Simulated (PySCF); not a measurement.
`C=C/C=C/C=C/C=C/[SiH3]`, C8H12Si

Molfile (atoms numbered from 1):
```
C8H12Si
     RDKit          3D

 21 20  0  0  0  0  0  0  0  0999 V2000
   -5.1226    0.2532    1.6812 C   0  0  0  0  0  0  0  0  0  0  0  0
   -4.1732    0.3267    0.7336 C   0  0  0  0  0  0  0  0  0  0  0  0
   -2.7614    0.1433    0.9784 C   0  0  0  0  0  0  0  0  0  0  0  0
   -1.8063    0.2178    0.0201 C   0  0  0  0  0  0  0  0  0  0  0  0
   -0.4020    0.0350    0.2642 C   0  0  0  0  0  0  0  0  0  0  0  0
    0.5579    0.1080   -0.6903 C   0  0  0  0  0  0  0  0  0  0  0  0
    1.9654   -0.0779   -0.4306 C   0  0  0  0  0  0  0  0  0  0  0  0
    2.9396   -0.0103   -1.3655 C   0  0  0  0  0  0  0  0  0  0  0  0
    4.7466   -0.2565   -0.9913 Si  0  0  0  0  0  4  0  0  0  0  0  0
   -4.8678    0.0435    2.7246 H   0  0  0  0  0  0  0  0  0  0  0  0
   -6.1787    0.3997    1.4448 H   0  0  0  0  0  0  0  0  0  0  0  0
   -4.4659    0.5388   -0.3018 H   0  0  0  0  0  0  0  0  0  0  0  0
   -2.4583   -0.0692    2.0111 H   0  0  0  0  0  0  0  0  0  0  0  0
   -2.1101    0.4302   -1.0123 H   0  0  0  0  0  0  0  0  0  0  0  0
   -0.0999   -0.1772    1.2974 H   0  0  0  0  0  0  0  0  0  0  0  0
    0.2638    0.3197   -1.7254 H   0  0  0  0  0  0  0  0  0  0  0  0
    2.2347   -0.2886    0.6134 H   0  0  0  0  0  0  0  0  0  0  0  0
    2.6358    0.2020   -2.4000 H   0  0  0  0  0  0  0  0  0  0  0  0
    5.3106   -1.4044   -1.7698 H   0  0  0  0  0  0  0  0  0  0  0  0
    4.9108   -0.5306    0.4694 H   0  0  0  0  0  0  0  0  0  0  0  0
    5.5462    0.9565   -1.3532 H   0  0  0  0  0  0  0  0  0  0  0  0
  1  2  2  0
  2  3  1  0
  3  4  2  0
  4  5  1  0
  5  6  2  0
  6  7  1  0
  7  8  2  0
  8  9  1  0
  1 10  1  0
  1 11  1  0
  2 12  1  0
  3 13  1  0
  4 14  1  0
  5 15  1  0
  6 16  1  0
  7 17  1  0
  8 18  1  0
  9 19  1  0
  9 20  1  0
  9 21  1  0
M  END
```

Theory: PySCF, quadratic response CAM-B3LYP/aug-cc-pVDZ first hyperpolarisability, Taylor convention, gas phase. Geometry: PBE0-D3(BJ)/def2-SVP.

(1) Give the tensor of the static β(0;0,0) in the axes of these coordinates.

Answers

(1) In au, Taylor convention; rows are the first index (the induced dipole):
|  | xx | yy | zz | xy | xz | yz |
| --- | --- | --- | --- | --- | --- | --- |
| x | -642.9 | +11.6 | +12.2 | +62.2 | +30.2 | -2.4 |
| y | +62.2 | -2.8 | +1.9 | +11.6 | -2.4 | -3.6 |
| z | +30.2 | -3.6 | -24.4 | -2.4 | +12.2 | +1.9 |

Norm of βᵢ = ⅓ Σⱼ (βᵢⱼⱼ + βⱼᵢⱼ + βⱼⱼᵢ): 622.1 au, hyper-Rayleigh value 265.3 au.
